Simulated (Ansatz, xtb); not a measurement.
# C3H6B2O2: which of two isomers lies lower

Structure I is `BO[C@@H]1C=CBO1`, a singlet and structure II is `C#CBOBOC`, a singlet. Both are isolated molecules in the gas phase, relaxed with B3LYP/def2-SVP; the shapes shown needn't be the lowest conformers.

I (Å):

| atom | x (Å) | y (Å) | z (Å) |
| --- | --- | --- | --- |
| C | -0.6730 | 0.3065 | 0.0709 |
| C | -0.6998 | 1.2673 | -1.0950 |
| C | -0.6222 | 2.5404 | -0.6679 |
| B | 0.3034 | -1.8898 | 0.3540 |
| B | -0.5034 | 2.4318 | 0.8888 |
| O | 0.4009 | -0.5970 | -0.0220 |
| O | -0.5159 | 1.1059 | 1.2304 |
| H | 1.3039 | -2.5551 | 0.2745 |
| H | -0.7589 | -2.3328 | 0.7299 |
| H | -1.6211 | -0.2555 | 0.1721 |
| H | -0.7810 | 0.8978 | -2.1216 |
| H | -0.6337 | 3.4071 | -1.3315 |
| H | -0.4225 | 3.2667 | 1.7489 |

II (Å):

```yaml
atoms:
  - { symbol: C, position_ang: [0.6237, 2.6626, 0.1900] }
  - { symbol: C, position_ang: [0.6520, 1.4447, 0.2144] }
  - { symbol: C, position_ang: [-3.9027, -1.4395, -0.1171] }
  - { symbol: B, position_ang: [0.7315, -0.0896, 0.2571] }
  - { symbol: B, position_ang: [-1.5542, -1.0602, -0.6133] }
  - { symbol: O, position_ang: [-0.3006, -0.8549, -0.1302] }
  - { symbol: O, position_ang: [-2.5697, -1.1680, 0.2648] }
  - { symbol: H, position_ang: [0.5970, 3.7369, 0.1687] }
  - { symbol: H, position_ang: [1.7388, -0.6362, 0.6382] }
  - { symbol: H, position_ang: [-1.7201, -1.1843, -1.8050] }
  - { symbol: H, position_ang: [-4.5542, -0.6184, 0.2220] }
  - { symbol: H, position_ang: [-4.2393, -2.3703, 0.3668] }
  - { symbol: H, position_ang: [-4.0053, -1.5487, -1.2101] }
```

Question: Estimate E(II) − E(I) at the level CCSD(T)/def2-SVP + ΔMP2/def2-TZVPP.

Answer: Calculated at CCSD(T)/def2-SVP + ΔMP2/def2-TZVPP: E(II) − E(I) = −8.5 kcal/mol, so structure II lies lower.

How the difference moves with the method:

```json
{"level": "GFN2-xTB", "geometry": "GFN2-xTB", "E(II) − E(I) (kcal/mol)": "+2.5", "departure from the last row (kcal/mol)": "+11.0", "job, with rough time for the two": "optimisation, 0.7 s"}
{"level": "HF/STO-3G", "geometry": "GFN2-xTB", "E(II) − E(I) (kcal/mol)": "+2.9", "departure from the last row (kcal/mol)": "+11.5", "job, with rough time for the two": "single point, 0.65 s"}
{"level": "r2SCAN-D4/def2-SVP", "geometry": "GFN2-xTB", "E(II) − E(I) (kcal/mol)": "−5.9", "departure from the last row (kcal/mol)": "+2.7", "job, with rough time for the two": "single point, 4.6 s"}
{"level": "B3LYP/def2-SVP", "geometry": "B3LYP/def2-SVP", "E(II) − E(I) (kcal/mol)": "−11.5", "departure from the last row (kcal/mol)": "−3.0", "job, with rough time for the two": "optimisation, 2.6 min"}
{"level": "HF/def2-SVP", "geometry": "B3LYP/def2-SVP", "E(II) − E(I) (kcal/mol)": "−12.9", "departure from the last row (kcal/mol)": "−4.3", "job, with rough time for the two": "part of the CCSD(T) run"}
{"level": "MP2/def2-SVP", "geometry": "B3LYP/def2-SVP", "E(II) − E(I) (kcal/mol)": "−10.5", "departure from the last row (kcal/mol)": "−2.0", "job, with rough time for the two": "part of the CCSD(T) run"}
{"level": "CCSD(T)/def2-SVP", "geometry": "B3LYP/def2-SVP", "E(II) − E(I) (kcal/mol)": "−8.4", "departure from the last row (kcal/mol)": "+0.2", "job, with rough time for the two": "single point"}
{"level": "CCSD(T)/def2-SVP + ΔMP2/def2-TZVPP", "geometry": "B3LYP/def2-SVP", "E(II) − E(I) (kcal/mol)": "−8.5", "departure from the last row (kcal/mol)": "", "job, with rough time for the two": "single point, 72 s"}
```

As drawn, II has 1 C≡C, 1 B–O, 1 C–H in place of 1 C–O, 1 C–C, 1 C=C, 1 B–H. Structure I has a 5-membered ring, II no ring.

GFN2-xTB, HF/STO-3G put the two in the other order. The largest departure from CCSD(T)/def2-SVP + ΔMP2/def2-TZVPP is that of HF/STO-3G, 11.5 kcal/mol. The last row adds to CCSD(T) the change of the MP2 difference between the two basis sets, here −0.2 kcal/mol.

With thermal terms from frequencies at re-optimised GFN2-xTB minima (ideal gas, soft modes damped towards free rotors, one conformer each, 298.15 K, 1 atm): on the last row, ΔE + ΔZPE = −9.9, ΔH = −8.4, ΔG = −11.9 kcal/mol.

The correlated steps freeze 7 core orbitals. Mirror images aren't counted in ΔG. Codes used: Ansatz 0.2.0, xtb 6.7.1; the last row on 2 threads of Intel(R) Xeon(R) Processor @ 2.70GHz on a shared host.
